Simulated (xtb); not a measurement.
xtb input file for Be(NH2)(SiH3) (BeH5NSi), SMILES [Be]([NH2])[SiH3], GFN2-xTB. 

```
$ xtb mol.xyz --gfn 2 --sp --chrg 0 --uhf 0 --json
$ cat mol.xyz
8

Be     0.58521401     0.08567907    -0.53445139
N      1.72494961     0.24120863    -1.51432297
H      2.38932139    -0.46442882    -1.79162729
H      1.98833500     1.06924992    -2.02511489
Si    -1.01810850    -0.14264125     0.89450992
H     -1.89334551    -1.31895568     0.75146180
H     -2.01436890     0.94029009     0.96885063
H     -0.63192635    -0.26035478     2.31135712
```

Log of the run:

```
[banner left out]
          |                Calculation Setup                |
           -------------------------------------------------



           -------------------------------------------------
          |                 G F N 2 - x T B                 |
           -------------------------------------------------

        Reference                      10.1021/acs.jctc.8b01176
      * Hamiltonian:
        H0-scaling (s, p, d)           1.850000    2.230000    2.230000
        zeta-weighting                 0.500000
      * Dispersion:
        s8                             2.700000
        a1                             0.520000
        a2                             5.000000
        s9                             5.000000
      * Repulsion:
        kExp                           1.500000    1.000000
        rExp                           1.000000
      * Coulomb:
        alpha                          2.000000
        third order                    shell-resolved
        anisotropic                    true
        a3                             3.000000
        a5                             4.000000
        cn-shift                       1.200000
        cn-exp                         4.000000
        max-rad                        5.000000


          ...................................................
          :                      SETUP                      :
          :.................................................:
          :  # basis functions                  23          :
          :  # atomic orbitals                  22          :
          :  # shells                           12          :
          :  # electrons                        16          :
          :  max. iterations                   250          :
          :  Hamiltonian                  GFN2-xTB          :
          :  restarted?                      false          :
          :  GBSA solvation                  false          :
          :  PC potential                    false          :
          :  electronic temp.          300.0000000     K    :
          :  accuracy                    1.0000000          :
          :  -> integral cutoff          0.2500000E+02      :
          :  -> integral neglect         0.1000000E-07      :
          :  -> SCF convergence          0.1000000E-05 Eh   :
          :  -> wf. convergence          0.1000000E-03 e    :
          :  Broyden damping             0.4000000          :
          :  net charge                          0          :
          :  unpaired electrons                  0          :
          ...................................................

 iter      E             dE          RMSdq      gap      omega  full diag
   1      4.8098686  0.480987E+01  0.247E+01    0.51       0.0  T
   2     -4.4304605 -0.924033E+01  0.273E+01    3.22       1.0  T
   3     -5.2315699 -0.801109E+00  0.176E+01    3.08       1.0  T
   4     -3.0992382  0.213233E+01  0.140E+01    0.42       1.0  T
   5     -7.8844368 -0.478520E+01  0.109E+01    4.05       1.0  T
   6     -6.9403406  0.944096E+00  0.690E+00    3.57       1.0  T
   7     -7.3567320 -0.416391E+00  0.508E+00    3.89       1.0  T
   8     -7.6362412 -0.279509E+00  0.657E+00    3.21       1.0  T
   9     -7.6637259 -0.274847E-01  0.640E+00    3.26       1.0  T
  10     -7.7476080 -0.838821E-01  0.578E+00    3.43       1.0  T
  11     -7.9155199 -0.167912E+00  0.429E+00    3.94       1.0  T
  12     -7.9076968  0.782311E-02  0.437E+00    3.91       1.0  T
  13     -7.8534493  0.542475E-01  0.419E+00    3.66       1.0  T
  14     -7.9255685 -0.721192E-01  0.184E+00    4.18       1.0  T
  15     -7.8992766  0.262919E-01  0.193E+00    4.23       1.0  T
  16     -7.8798382  0.194384E-01  0.214E+00    4.25       1.0  T
  17     -7.8794374  0.400818E-03  0.208E+00    4.26       1.0  T
  18     -7.9008762 -0.214388E-01  0.166E+00    4.23       1.0  T
  19     -7.9205049 -0.196287E-01  0.124E+00    4.18       1.0  T
  20     -7.9351103 -0.146055E-01  0.728E-01    4.10       1.0  T
  21     -7.9388693 -0.375897E-02  0.323E-01    4.03       1.0  T
  22     -7.9389933 -0.124031E-03  0.196E-01    4.01       1.0  T
  23     -7.9389941 -0.754608E-06  0.108E-01    4.01       1.0  T
  24     -7.9390134 -0.193127E-04  0.424E-02    4.00       1.0  T
  25     -7.9390181 -0.467007E-05  0.181E-02    4.00       2.0  T
  26     -7.9390183 -0.218126E-06  0.649E-03    4.00       5.4  T
  27     -7.9390187 -0.414637E-06  0.156E-03    4.00      22.7  T
  28     -7.9390187 -0.140194E-07  0.917E-04    4.00      38.6  T
  29     -7.9390187 -0.472217E-08  0.307E-04    4.00     115.1  T

   *** convergence criteria satisfied after 29 iterations ***

         #    Occupation            Energy/Eh            Energy/eV
      -------------------------------------------------------------
         1        2.0000           -0.6577071             -17.8971
         2        2.0000           -0.5824801             -15.8501
         3        2.0000           -0.5008084             -13.6277
         4        2.0000           -0.4509146             -12.2700
         5        2.0000           -0.3928923             -10.6911
         6        2.0000           -0.3924944             -10.6803
         7        2.0000           -0.3795161             -10.3272
         8        2.0000           -0.3426769              -9.3247 (HOMO)
         9                         -0.1958255              -5.3287 (LUMO)
        10                         -0.1873452              -5.0979
        11                         -0.1170692              -3.1856
        12                         -0.1104777              -3.0063
        13                         -0.1041965              -2.8353
       ...                                ...                  ...
        22                          0.9765802              26.5741
      -------------------------------------------------------------
                  HL-Gap            0.1468514 Eh            3.9960 eV
             Fermi-level           -0.2692512 Eh           -7.3267 eV

 SCC (total)                   0 d,  0 h,  0 min,  0.011 sec
 SCC setup                      ...        0 min,  0.000 sec (  1.592%)
 Dispersion                     ...        0 min,  0.000 sec (  0.544%)
 classical contributions        ...        0 min,  0.000 sec (  0.928%)
 integral evaluation            ...        0 min,  0.001 sec (  9.238%)
 iterations                     ...        0 min,  0.008 sec ( 69.357%)
 molecular gradient             ...        0 min,  0.002 sec ( 16.689%)
 printout                       ...        0 min,  0.000 sec (  1.395%)

         :::::::::::::::::::::::::::::::::::::::::::::::::::::
         ::                     SUMMARY                     ::
         :::::::::::::::::::::::::::::::::::::::::::::::::::::
         :: total energy              -7.850056776633 Eh    ::
         :: gradient norm              0.000350729075 Eh/a0 ::
         :: HOMO-LUMO gap              3.996029866920 eV    ::
         ::.................................................::
         :: SCC energy                -7.939017283906 Eh    ::
         :: -> isotropic ES           -0.010549265878 Eh    ::
         :: -> anisotropic ES          0.003613168085 Eh    ::
         :: -> anisotropic XC          0.003901803999 Eh    ::
         :: -> dispersion             -0.002910098175 Eh    ::
         :: repulsion energy           0.088960507272 Eh    ::
         :: add. restraining           0.000000000000 Eh    ::
         :: total charge              -0.000000000000 e     ::
         :::::::::::::::::::::::::::::::::::::::::::::::::::::

           -------------------------------------------------
          |                Property Printout                |
           -------------------------------------------------

    * Orbital Energies and Occupations

         #    Occupation            Energy/Eh            Energy/eV
      -------------------------------------------------------------
         1        2.0000           -0.6577071             -17.8971
         2        2.0000           -0.5824801             -15.8501
         3        2.0000           -0.5008084             -13.6277
         4        2.0000           -0.4509146             -12.2700
         5        2.0000           -0.3928923             -10.6911
         6        2.0000           -0.3924944             -10.6803
         7        2.0000           -0.3795161             -10.3272
         8        2.0000           -0.3426769              -9.3247 (HOMO)
         9                         -0.1958255              -5.3287 (LUMO)
        10                         -0.1873452              -5.0979
        11                         -0.1170692              -3.1856
        12                         -0.1104777              -3.0063
        13                         -0.1041965              -2.8353
        14                         -0.0298864              -0.8132
        15                         -0.0236298              -0.6430
        16                          0.0184865               0.5030
        17                          0.2248132               6.1175
        18                          0.2550249               6.9396
        19                          0.4084591              11.1147
       ...                                ...                  ...
        22                          0.9765802              26.5741
      -------------------------------------------------------------
                  HL-Gap            0.1468514 Eh            3.9960 eV
             Fermi-level           -0.2692512 Eh           -7.3267 eV

     #   Z          covCN         q      C6AA      α(0)
     1   4 Be       1.688     0.460    14.644     8.948
     2   7 N        2.500    -0.529    34.300     8.697
     3   1 H        0.860     0.139     1.481     1.906
     4   1 H        0.860     0.139     1.481     1.906
     5  14 Si       3.655     0.270   103.369    19.490
     6   1 H        0.916    -0.159     8.168     4.470
     7   1 H        0.915    -0.159     8.186     4.475
     8   1 H        0.916    -0.160     8.203     4.480

 Mol. C6AA /au·bohr⁶  :        921.349264
 Mol. C8AA /au·bohr⁸  :      30441.799418
 Mol. α(0) /au        :         54.373606


Wiberg/Mayer (AO) data.
largest (>0.10) Wiberg bond orders for each atom

 ---------------------------------------------------------------------------
     #   Z sym  total        # sym  WBO       # sym  WBO       # sym  WBO
 ---------------------------------------------------------------------------
     1   4 Be   2.210 --     2 N    1.191     5 Si   0.878
     2   7 N    3.118 --     1 Be   1.191     4 H    0.960     3 H    0.959
     3   1 H    0.981 --     2 N    0.959
     4   1 H    0.981 --     2 N    0.960
     5  14 Si   3.583 --     8 H    0.901     6 H    0.901     7 H    0.900
                             1 Be   0.878
     6   1 H    0.975 --     5 Si   0.901
     7   1 H    0.975 --     5 Si   0.900
     8   1 H    0.975 --     5 Si   0.901
 ---------------------------------------------------------------------------

Topologies differ in total number of bonds
Writing topology from bond orders to xtbtopo.mol

molecular dipole:
                 x           y           z       tot (Debye)
 q only:        0.777       0.111      -0.709
   full:        1.126       0.158      -1.003       3.854
molecular quadrupole (traceless):
                xx          xy          yy          xz          yz          zz
 q only:       -1.697      -0.742       2.679       3.278       0.329      -0.982
  q+dip:       -0.650      -0.509       1.391       0.682      -0.132      -0.741
   full:       -1.472      -0.991       2.817       1.774      -0.155      -1.345


           -------------------------------------------------
          | TOTAL ENERGY               -7.850056776633 Eh   |
Note: The following floating-point exceptions are signalling: IEEE_UNDERFLOW_FLAG IEEE_DENORMAL
normal termination of xtb
          | GRADIENT NORM               0.000350729075 Eh/α |
          | HOMO-LUMO GAP               3.996029866920 eV   |
           -------------------------------------------------

------------------------------------------------------------------------
------------------------------------------------------------------------
 total:
 SCF:
```

The calculation finished and met its thresholds.

Cost: about 0.08 core-seconds (a rough figure).
